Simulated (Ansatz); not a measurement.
Relaxation of Ag4O3⁻ with UKS PBE-D4/def2-SVPD.

```sh
$ ansatz run in.yaml --threads 4 --pin off --events-out ev --progress --plain --max-ram 4787MiB
```

```yaml
crystal:
  periodic: [false, false, false]
  atoms:
    - {symbol: Ag, position_ang: [0.862010, -0.485030, -0.458000]}
    - {symbol: Ag, position_ang: [-1.249690, 0.743120, 0.595550]}
    - {symbol: Ag, position_ang: [1.031300, 0.698160, 2.094500]}
    - {symbol: Ag, position_ang: [2.702180, -1.716950, -1.795860]}
    - {symbol: O, position_ang: [-0.930850, -0.723060, -1.617960]}
    - {symbol: O, position_ang: [-1.607870, 0.452360, -1.289230]}
    - {symbol: O, position_ang: [-0.807080, 1.031400, 2.470990]}
basis:
  gaussian: {orbitals: def2-SVPD}
total_charge: -1
magnetization: {spin_polarized: true, initial_magnetization: 1}
hamiltonian: {xc: pbe, dispersion: d4}
scf: {lower_state_search: "off"}
output: {orbitals: {seedname: orbitals}}
relax: {f_tol: 0.02, max_steps: 100}
```

Run time 72 s (4 threads of Arm Neoverse V1 on a shared host).

Positions (Å) and forces (eV/Å) at steps 1, 2, 3, 4, 5, 6, 7, 8, 9, 10, 11, 12 of 12:

```xyz
7
step=1 energy=-22127.6235 eV
Ag    0.862   -0.485   -0.458    0.882   -0.088    0.514
Ag   -1.250    0.743    0.596   -0.553    0.631    1.114
Ag    1.031    0.698    2.095    2.415   -0.509   -0.321
Ag    2.702   -1.717   -1.796    0.296   -0.081   -0.015
O    -0.931   -0.723   -1.618   -1.026    0.567   -0.654
O    -1.608    0.452   -1.289   -0.203   -1.047   -1.793
O    -0.807    1.031    2.471   -1.811    0.528    1.154
7
step=2 energy=-22128.0584 eV
Ag    0.874   -0.503   -0.466    0.268   -0.009    0.272
Ag   -1.336    0.781    0.627    0.204    0.104    0.586
Ag    1.134    0.639    2.086    0.776   -0.341   -0.385
Ag    2.832   -1.749   -1.698    0.122    0.044    0.126
O    -0.953   -0.635   -1.755   -1.256    1.210    0.199
O    -1.794    0.398   -1.297    0.610   -1.324   -1.184
O    -0.758    1.067    2.503   -0.723    0.317    0.387
7
step=3 energy=-22128.2472 eV
Ag    0.850   -0.536   -0.480    0.062   -0.094   -0.106
Ag   -1.337    0.786    0.654    0.069    0.054    0.205
Ag    1.191    0.538    2.005    0.070   -0.123   -0.104
Ag    2.962   -1.721   -1.555   -0.004    0.105    0.201
O    -1.028   -0.556   -1.849   -1.187    1.189    0.547
O    -1.928    0.366   -1.297    1.027   -1.203   -0.705
O    -0.709    1.123    2.522   -0.038    0.071   -0.038
7
step=4 energy=-22128.3590 eV
Ag    0.799   -0.563   -0.546    0.032   -0.110   -0.206
Ag   -1.330    0.793    0.672    0.008   -0.010    0.020
Ag    1.227    0.456    1.936   -0.105   -0.048   -0.043
Ag    3.058   -1.675   -1.393   -0.076    0.134    0.235
O    -1.108   -0.503   -1.911   -0.830    0.873    0.618
O    -1.998    0.344   -1.276    0.799   -0.821   -0.518
O    -0.648    1.148    2.517    0.172   -0.017   -0.105
7
step=5 energy=-22128.4707 eV
Ag    0.745   -0.586   -0.627    0.087   -0.116   -0.198
Ag   -1.327    0.790    0.678   -0.035    0.012    0.004
Ag    1.256    0.383    1.862   -0.088   -0.054   -0.074
Ag    3.127   -1.618   -1.219   -0.138    0.164    0.268
O    -1.176   -0.454   -1.930   -0.341    0.363    0.270
O    -2.049    0.335   -1.256    0.308   -0.325   -0.191
O    -0.577    1.151    2.492    0.207   -0.043   -0.078
7
step=6 energy=-22128.5791 eV
Ag    0.695   -0.605   -0.709    0.131   -0.115   -0.177
Ag   -1.329    0.791    0.683    0.002    0.003    0.022
Ag    1.283    0.314    1.780    0.003   -0.095   -0.136
Ag    3.164   -1.551   -1.040   -0.186    0.194    0.313
O    -1.228   -0.417   -1.943    0.054   -0.027   -0.071
O    -2.087    0.329   -1.237   -0.159    0.069    0.091
O    -0.498    1.140    2.465    0.155   -0.029   -0.042
7
step=7 energy=-22128.6983 eV
Ag    0.650   -0.620   -0.789    0.196   -0.124   -0.151
Ag   -1.328    0.790    0.687    0.053    0.006    0.072
Ag    1.313    0.252    1.697    0.095   -0.146   -0.209
Ag    3.183   -1.481   -0.859   -0.277    0.246    0.369
O    -1.278   -0.391   -1.953    0.274   -0.248   -0.316
O    -2.121    0.330   -1.221   -0.439    0.291    0.286
O    -0.419    1.120    2.439    0.098   -0.024   -0.051
7
step=8 energy=-22128.8512 eV
Ag    0.615   -0.636   -0.861    0.148   -0.105   -0.151
Ag   -1.315    0.785    0.690    0.047    0.006    0.059
Ag    1.347    0.195    1.613    0.162   -0.175   -0.242
Ag    3.171   -1.402   -0.680   -0.312    0.277    0.419
O    -1.321   -0.374   -1.968    0.247   -0.242   -0.330
O    -2.153    0.336   -1.208   -0.393    0.282    0.316
O    -0.345    1.096    2.414    0.101   -0.042   -0.072
7
step=9 energy=-22129.0268 eV
Ag    0.586   -0.652   -0.929    0.060   -0.071   -0.150
Ag   -1.301    0.781    0.695    0.054   -0.021    0.006
Ag    1.387    0.137    1.529    0.133   -0.134   -0.190
Ag    3.137   -1.317   -0.505   -0.287    0.267    0.421
O    -1.354   -0.361   -1.985    0.003   -0.053   -0.133
O    -2.181    0.341   -1.194   -0.113    0.097    0.164
O    -0.274    1.071    2.389    0.149   -0.084   -0.117
7
step=10 energy=-22129.1566 eV
Ag    0.563   -0.664   -0.987   -0.099   -0.018   -0.156
Ag   -1.276    0.768    0.690    0.056   -0.025    0.002
Ag    1.435    0.092    1.467   -0.094    0.027    0.001
Ag    3.064   -1.229   -0.345    0.063    0.066    0.227
O    -1.383   -0.352   -2.004   -0.119    0.052    0.002
O    -2.196    0.345   -1.178    0.027   -0.016    0.024
O    -0.208    1.040    2.358    0.164   -0.086   -0.101
7
step=11 energy=-22129.1815 eV
Ag    0.577   -0.660   -1.049   -0.034    0.006   -0.026
Ag   -1.266    0.753    0.688    0.007    0.007    0.026
Ag    1.427    0.081    1.443   -0.018    0.002   -0.014
Ag    3.088   -1.225   -0.261   -0.035    0.030    0.050
O    -1.421   -0.326   -2.007    0.010   -0.026   -0.054
O    -2.226    0.338   -1.152    0.026    0.005    0.042
O    -0.178    1.039    2.339    0.044   -0.024   -0.023
7
step=12 energy=-22129.1831 eV
Ag    0.574   -0.655   -1.062   -0.003    0.001   -0.004
Ag   -1.263    0.750    0.691    0.010    0.002    0.014
Ag    1.425    0.081    1.436   -0.001   -0.002   -0.005
Ag    3.078   -1.222   -0.245    0.001    0.000    0.002
O    -1.423   -0.324   -2.014   -0.010    0.000   -0.008
O    -2.223    0.332   -1.147    0.013   -0.006   -0.001
O    -0.169    1.039    2.340   -0.009    0.005    0.003
```

In the def2 sets Ag takes a core potential; there is no spin–orbit coupling. The structure holds one bond between oxygen atoms, so isomers without such links may lie far lower. The structure comes from a short search, and lower isomers may exist.
